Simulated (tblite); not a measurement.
C5H10O2SSi2.
Atom-mapped SMILES: `[CH:1]#[C:2][C@@:3]1([S@@:4]([CH3:5])=[O:6])[CH2:7][SiH2:8][O:9][SiH2:10]1` (hydrogens: H11 on C1; H12, H13, H14 on C5; H15, H16 on C7; H17, H18 on Si8; H19, H20 on Si10)

The geometry is computed with GFN2-xTB (gas phase).

Question: What internal coordinates does the optimisation give?

Answer: 
```json
{"bond": "C1≡C2", "length (Å)": "1.200"}
{"bond": "C2–C3", "length (Å)": "1.424"}
{"bond": "C3–S4", "length (Å)": "1.858"}
{"bond": "S4–C5", "length (Å)": "1.851"}
{"bond": "S4=O6", "length (Å)": "1.473"}
{"bond": "C3–C7", "length (Å)": "1.525"}
{"bond": "C7–Si8", "length (Å)": "1.915"}
{"bond": "Si8–O9", "length (Å)": "1.665"}
{"bond": "O9–Si10", "length (Å)": "1.612"}
{"bond": "C3–Si10", "length (Å)": "1.933"}
{"bond": "C1–H11", "length (Å)": "1.049"}
{"bond": "C5–H12, C5–H13, C5–H14", "length (Å)": "1.084"}
{"bond": "C7–H15", "length (Å)": "1.094"}
{"bond": "C7–H16", "length (Å)": "1.090"}
{"bond": "Si8–H17", "length (Å)": "1.444"}
{"bond": "Si8–H18", "length (Å)": "1.469"}
{"bond": "Si10–H19", "length (Å)": "1.456"}
{"bond": "Si10–H20", "length (Å)": "1.459"}
```

Bonds in one row agree within 0.01 Å and their mean is given. A selection of angles:
```json
{"angle": "C2–C1–H11", "degrees": "178.4"}
{"angle": "C1–C2–C3", "degrees": "178.7"}
{"angle": "C2–C3–S4", "degrees": "109.1"}
{"angle": "C2–C3–C7", "degrees": "114.9"}
{"angle": "C2–C3–Si10", "degrees": "117.0"}
{"angle": "S4–C3–C7", "degrees": "107.1"}
{"angle": "S4–C3–Si10", "degrees": "101.2"}
{"angle": "C7–C3–Si10", "degrees": "106.4"}
{"angle": "C3–S4–C5", "degrees": "99.5"}
{"angle": "C3–S4–O6", "degrees": "101.9"}
{"angle": "C5–S4–O6", "degrees": "105.0"}
{"angle": "S4–C5–H12", "degrees": "109.0"}
{"angle": "S4–C5–H13", "degrees": "107.0"}
{"angle": "H12–C5–H13", "degrees": "109.6"}
{"angle": "H12–C5–H14", "degrees": "111.8"}
{"angle": "C3–C7–Si8", "degrees": "107.0"}
{"angle": "C3–C7–H15", "degrees": "108.1"}
{"angle": "C3–C7–H16", "degrees": "111.5"}
{"angle": "Si8–C7–H15", "degrees": "108.9"}
{"angle": "Si8–C7–H16", "degrees": "114.6"}
{"angle": "H15–C7–H16", "degrees": "106.6"}
{"angle": "C7–Si8–O9", "degrees": "97.2"}
{"angle": "C7–Si8–H17", "degrees": "125.3"}
{"angle": "C7–Si8–H18", "degrees": "106.9"}
{"angle": "O9–Si8–H17", "degrees": "110.0"}
{"angle": "O9–Si8–H18", "degrees": "102.8"}
{"angle": "H17–Si8–H18", "degrees": "111.6"}
{"angle": "Si8–O9–Si10", "degrees": "120.5"}
{"angle": "O9–Si10–H19", "degrees": "109.8"}
{"angle": "O9–Si10–H20", "degrees": "110.4"}
{"angle": "C3–Si10–O9", "degrees": "97.8"}
{"angle": "C3–Si10–H19", "degrees": "111.3"}
{"angle": "C3–Si10–H20", "degrees": "110.4"}
{"angle": "H19–Si10–H20", "degrees": "115.7"}
```

Torsions: C2–C3–S4–C5 55° (synclinal); C2–C3–C7–Si8 165° (antiperiplanar); C3–C7–Si8–O9 -28° (synperiplanar); C7–Si8–O9–Si10 9° (synperiplanar); Si8–O9–Si10–C3 9° (synperiplanar); C2–C3–Si10–O9 -158° (antiperiplanar).

S4 (sulfinyl sulfur) is pyramidal (angles 105.0°, 101.9° and 99.5°, sum 306.4°, 0.75 Å off the plane of its three neighbours). Si10 (oxygen-bound silicon) is distorted tetrahedral (angles from 97.8° to 115.7°). Si8 (oxygen-bound silicon) has angles from 97.2° to 125.3°. The 3 C–C bonds span 1.200 Å (C1≡C2, drawn triple) to 1.525 Å (C3–C7, drawn single), a spread of 0.325 Å. The O–Si distances run from 1.612 Å (O9–Si10, drawn single) to 1.665 Å (Si8–O9, drawn single), a spread of 0.053 Å. Of the pairs four or more bonds apart, O6···Si8 is among the closest relative to their van der Waals radii: 2.63 Å, 73 % of the sum of Bondi's values. The 5-membered ring C3–C7–Si8–O9–Si10 has internal angles of 97.2° to 120.5° (sum 529°, against 540° for a flat polygon); it is puckered, 0.16 Å rms from its mean plane, widest ring torsion 34°.

Point group: C1 (no symmetry element, even within 0.4 Å). Its GFN2-xTB frequencies are all real (lowest 61 cm⁻¹). One conformer, not necessarily the lowest.
